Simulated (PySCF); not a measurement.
# Reading the logs of faulty runs: CGeH5NSi

Calculated results; nothing here was measured. The program is PySCF 2.14.0, an open-source quantum chemistry code, run on an isolated molecule that a program drew, which may never have been made. The molecule is CGeH5NSi (charge 0, singlet), drawn as the SMILES string `N[SiH]=[CH][GeH]`.

Each row is a Hartree-Fock (HF) and frozen-core CCSD(T) single point in the cc-pV(D+d)Z basis, meant for a local HF minimum. Run 1 is clean. Each other run has one planted mistake out of seven kinds, and not every kind appears here: one electron removed, one electron added, multiplicity raised by two, geometry at a saddle point, minimal basis STO-3G, one bond length entered in bohr, all coordinates scaled. The reference is restricted for singlets and unrestricted otherwise, and also for a bond in bohr. Adding or removing an electron swaps singlet and doublet. Electrons count all cores. HOMO and LUMO are orbital energies over both spins, the gradient is its largest component, and the lowest frequency (negative if imaginary) is given only where the gradient is small. Bond lengths are over the 8 bonds as drawn. T1 is the CCSD diagnostic: over 0.02 (restricted) or 0.045 (unrestricted) a single reference is doubtful. Germanium has the cc-pVDZ-PP basis, with a core potential (ECP10MDF) in place of its 10 inner electrons, and its 3s, 3p and 3d shells are frozen in CCSD(T).

Geometry of the clean run:
```xyz
9
CGeH5NSi, angstrom
N     0.0250   -2.7521   -1.2182
Si   -0.2213   -1.5605   -0.0599
C    -0.4918    0.1111   -0.2909
Ge   -0.7314    1.1591    1.3026
H     0.0353   -2.5760   -2.2039
H     0.1774   -3.7153   -0.9933
H    -0.1710   -2.1813    1.2684
H    -0.5244    0.5462   -1.2854
H    -0.9358    2.5575    0.5732
```

| run | electrons | basis functions | <S^2> | HOMO (eV) | LUMO (eV) | gradient (hartree/bohr) | lowest frequency (cm^-1) | mean bond (Å) | longest bond (Å) | T1 | HF (hartree) | CCSD(T) (hartree) | mistake |
|---|---|---|---|---|---|---|---|---|---|---|---|---|---|
| 1 | 64 | 99 | 0.000 | -7.93 | 1.58 | 1.1e-05 | 98 | 1.4321 | 1.922 | 0.0148 | -677.50630 | -678.04959 | no fault |
| 2 | 63 | 99 | 0.810 | -13.72 | -5.70 | 7.2e-02 | - | 1.4321 | 1.922 | 0.0220 | -677.25584 | -677.77586 | one electron removed |
| 3 | 65 | 99 | 0.978 | 0.03 | 7.78 | 2.7e-02 | - | 1.4321 | 1.922 | 0.0308 | -677.47655 | -678.02949 | one electron added |
| 4 | 64 | 99 | 2.036 | -5.84 | 0.42 | 4.0e-02 | - | 1.4321 | 1.922 | 0.0185 | -677.44661 | -677.97375 | ? |

**Which mistake was planted in run 4, and what did it cost?**

Electrons, basis and geometry are unchanged, and <S^2> is 2.036, beside S(S+1) = 2.00 for a multiplicity of 3. So the mistake is: multiplicity raised by two. Subtracting run 1 and multiplying by 627.51 kcal/mol a hartree, the energy moved by 37.5 kcal/mol in HF and 47.6 kcal/mol in CCSD(T).

Cautions from the logs. Run 3: the HOMO is above zero, so the electron isn't bound and the energy depends on the basis.
